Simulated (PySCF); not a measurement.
## Field gradients at the hydrogen positions

C6H9NOSi.
Cartesian coordinates in Å at the GFN2-xTB level; atoms count from 1:
```xyz
18
C6H9NOSi angstrom
N      4.6119    1.3717    1.3618
C      3.8452    0.6007    0.9946
C      2.8899   -0.3313    0.5463
C      1.7038    0.0366    0.0545
Si     0.4002   -1.1805   -0.5787
O     -0.8559   -0.4171   -1.2484
C     -1.8768    0.3685   -0.7647
C     -1.7977    1.0413    0.5699
C     -2.7464   -0.1048    0.3594
H      3.1744   -1.3725    0.6277
H      1.4980    1.1012   -0.0009
H      0.8783   -1.9157   -1.7398
H      0.0347   -2.0404    0.5550
H     -2.3459    0.9071   -1.5819
H     -0.9206    0.8594    1.1714
H     -2.1993    2.0379    0.6668
H     -2.4974   -1.0520    0.8112
H     -3.8050    0.0964    0.3101
```

Level: PBE0/pcSseg-1 (PySCF, non-relativistic); Q(2H) = 0.00286 b; rigid geometry, the same for H and D, with no vibrational averaging.

Question: Rank these positions by the coupling χzz of a deuteron there, largest first.
A. H13 (Si–H hydrogen)
B. H15 (methylene hydrogen)
C. H10 (vinylic hydrogen)
D. H12 (Si–H hydrogen)
E. H14 (methine hydrogen)

Answer: B (224 kHz), C (214 kHz), E (209 kHz), D (112 kHz), A (104 kHz).

Question: What are Vzz, η and χzz (234.96 MHz × Q × Vzz) at all hydrogens?

Answer: 
| atom | bonded to | bond length (Å) | Vzz (au) | η | χzz (kHz) |
| --- | --- | --- | --- | --- | --- |
| H10 | C3 | 1.082 | 0.3189 | 0.09 | 214 |
| H11 | C4 | 1.086 | 0.3158 | 0.03 | 212 |
| H12 | Si5 | 1.455 | 0.1662 | 0.01 | 112 |
| H13 | Si5 | 1.469 | 0.1548 | 0.04 | 104 |
| H14 | C7 | 1.085 | 0.3109 | 0.12 | 209 |
| H15 | C8 | 1.079 | 0.3328 | 0.08 | 224 |
| H16 | C8 | 1.079 | 0.3327 | 0.07 | 224 |
| H17 | C9 | 1.079 | 0.3331 | 0.08 | 224 |
| H18 | C9 | 1.079 | 0.3332 | 0.07 | 224 |

Question: Average by the element that carries the hydrogen.

Answer: on C: 219 kHz over 7 positions, mean bond length 1.081 Å; on Si: 108 kHz over 2 positions, mean bond length 1.462 Å.

Question: A static deuteron (I = 1) shows a doublet split by (3/2)χ, (3/4)χ(1 + η) and (3/4)χ(1 − η) with the field along z, y and x of the gradient. What are these for H16?

Answer: With |χ| = 223.5 kHz and η = 0.072: 335, 180 and 156 kHz, to first order and without motion.

The structure is a single GFN2-xTB conformer in the gas phase; no vibrational or solvent corrections. GFN2-xTB bond lengths can be off by several hundredths of an ångström, more for odd bonds, and the gradients follow them. A larger basis could move these couplings by a tenth or more.
